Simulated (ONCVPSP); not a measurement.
# lutetium (Lu), ONCV: configuration errors across variants

```json
{
 "Element": "Lu (Z = 71)",
 "Generator": "ONCVPSP 4.0.1",
 "Type": "optimised norm-conserving Vanderbilt (ONCV)",
 "Functional": "PBEsol",
 "Relativity": "scalar-relativistic",
 "Frozen core": "[Kr]",
 "Valence charge": "35",
 "Reference configuration": "4d10 4f14 5s2 5p6 5d1 6s2",
 "Partial waves": "5s+6s: rc 2.30 bohr, ncon 4, nbas 9, qcut 4.8 1/bohr, 2 projectors; 5p: rc 2.15 bohr, ncon 4, nbas 8, qcut 7.9 1/bohr, 3 projectors, debl 1.1 Ha; 4d+5d: rc 0.75 bohr, ncon 4, nbas 9, qcut 16.4 1/bohr, 2 projectors; 4f: rc 0.70 bohr, ncon 5, nbas 10, qcut 25 1/bohr, local",
 "Local potential": "the f channel",
 "Core correction": "none"
}
```

In the p channel the program set the typed energies aside and used -1.164, 0.250, 1.350 Ha.

All-electron excitation energies from the reference (eV): (1) 4d10 4f14 5s2 5p6 5d1 6s1 7.390; (2) 4d10 4f14 5s2 5p6 5d1 6s0 20.612; (3) 4d10 4f13 5s2 5p6 5d1 6s2 17.585.

A true bound ghost makes a file unfit for plane-wave use even where its test errors are small: the radial tests pick states by their node count and pass the ghost by.

Errors AE − PS in meV (a dash: test not solved or not reliable):

```
      change   (1)   (2)   (3)  bound ghosts  GHOST(+) flags above zero
        base  -2.1  -7.1  +126          s, p                       none
d: qcut 11.4  -2.1  -7.1  +121          s, p                          d
d: qcut 13.2  -2.1  -7.1  +124          s, p                       none
d: qcut 15.4  -2.1  -7.1  +125          s, p                       none
d: qcut 17.3  -2.1  -7.2  +126          s, p                       none
d: qcut 18.9  -2.1  -7.2  +126          s, p                       none
d: qcut 20.7  -2.1  -7.2  +126          s, p                       none
d: qcut 22.4  -2.1  -7.2  +127          s, p                       none
d: qcut 24.3  -2.2  -7.3  +127          s, p                       none
```

Q: Give the same row for: d: qcut 10.1.

A: -2.1, -7.1, +120; bound ghosts: s, p; GHOST(+) flags above zero: d.
